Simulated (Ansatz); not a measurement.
`CCOB(C)Cl`, charge 0, multiplicity 1.

Give a relaxed structure at PBE0-D4/def2-TZVP (the Gaussian-basis code of Ansatz). (Estimate.)

Ansatz gave: 
Cartesian coordinates in Å:
```
C -0.660 2.265 -0.288
C -0.529 1.042 0.581
O 0.062 -0.003 -0.187
B 0.320 -1.235 0.273
C 0.972 -2.314 -0.644
Cl -0.085 -1.653 1.962
H 0.318 2.594 -0.646
H -1.111 3.081 0.281
H -1.291 2.059 -1.155
H 0.098 1.243 1.454
H -1.504 0.710 0.946
H 1.160 -1.934 -1.649
H 0.331 -3.197 -0.713
H 1.917 -2.659 -0.215
```
Point group Cs.
This is one stationary point; other conformers may exist.
